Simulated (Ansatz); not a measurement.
System: dibromo(dimethyl)silane, C₂H₆Br₂Si, net charge 0, singlet state. SMILES: C[Si](C)(Br)Br
Geometry: optimised at B3LYP-D3(BJ)/def2-TZVP (Ansatz, a first-principles code).

Property: atomisation energy (electronic, to ground-state atoms), in kcal/mol. Valence correlation only, unless marked. Open shells are spin-unrestricted. No spin-orbit coupling. The frozen core is the preceding noble-gas configuration, with the filled d and f shells of earlier blocks. No relativistic terms. The coupled-cluster limit lacks core correlation, which all-electron functionals hold. CBS marks a two-point X^-3 extrapolation of the correlation energy; Hartree-Fock from the larger set.

```json
[
 {"level": "HF/6-31G*", "program": "Ansatz", "atomisation energy (kcal/mol)": "708.6"},
 {"level": "HF/def2-SVP", "program": "Ansatz", "atomisation energy (kcal/mol)": "717.7"},
 {"level": "HF/def2-TZVPP", "program": "Ansatz", "atomisation energy (kcal/mol)": "716.9"},
 {"level": "BLYP/def2-TZVPD", "program": "Ansatz", "atomisation energy (kcal/mol)": "912.9"}
]
```

Question: What does CCSD(T)/CBS(def2-TZVPPD,def2-QZVPPD) (Ansatz) give?

Answer: 942.3 kcal/mol, so BLYP/def2-TZVPD differs from it by -29.4 kcal/mol.
